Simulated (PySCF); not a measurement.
BiH₇OSi₂, SMILES [OH][Bi]([SiH3])[SiH3].

Geometry optimised at PBE-D3(BJ)/def2-SVP. The structure was generated by enumeration; whether it is a known compound was not checked. The def2 effective core potentials stand for the cores of Bi; spin–orbit coupling is left out. One conformer was computed; it need not be the lowest.

Calculation: PBE-D3(BJ)/def2-SVP (PySCF).

Frequencies are harmonic and unscaled.

Computed normal modes with their intensities:
| mode | ν (cm⁻¹) | IR (km/mol) | moving atoms (share of kinetic energy) |
|---|---|---|---|
| 1 | 60 | 3.2 | H 98 % |
| 2 | 67 | 0.5 | Si 50 %, H 35 %, O 10 % |
| 3 | 78 | 3.6 | O 66 %, Si 18 %, H 11 % |
| 4 | 99 | 5.9 | O 42 %, Si 28 %, H 17 %, Bi 13 % |
| 5 | 108 | 0.7 | H 81 %, Si 11 % |
| 6 | 220 | 94.9 | H 91 % |
| 7 | 261 | 3.1 | Si 77 %, Bi 13 %, H 9 % |
| 8 | 262 | 1.3 | Si 74 %, H 14 %, Bi 12 % |
| 9 | 415 | 0.0 | H 91 % |
| 10 | 431 | 2.5 | H 84 %, Si 11 % |
| 11 | 442 | 0.4 | H 88 %, Si 11 % |
| 12 | 485 | 0.2 | H 87 %, Si 12 % |
| 13 | 510 | 42.6 | O 89 % |
| 14 | 793 | 416.5 | H 92 %, Si 8 % |
| 15 | 828 | 231.0 | H 91 %, Si 9 % |
| 16 | 875 | 77.5 | H 94 % |
| 17 | 892 | 36.2 | H 97 % |
| 18 | 897 | 21.7 | H 97 % |
| 19 | 900 | 9.7 | H 97 % |
| 20 | 905 | 22.9 | H 97 % |
| 21 | 2129 | 58.2 | H 99 % |
| 22 | 2133 | 68.6 | H 99 % |
| 23 | 2150 | 5.3 | H 96 % |
| 24 | 2155 | 151.0 | H 96 % |
| 25 | 2159 | 117.8 | H 96 % |
| 26 | 2160 | 45.3 | H 96 % |
| 27 | 3682 | 29.9 | H 94 % |
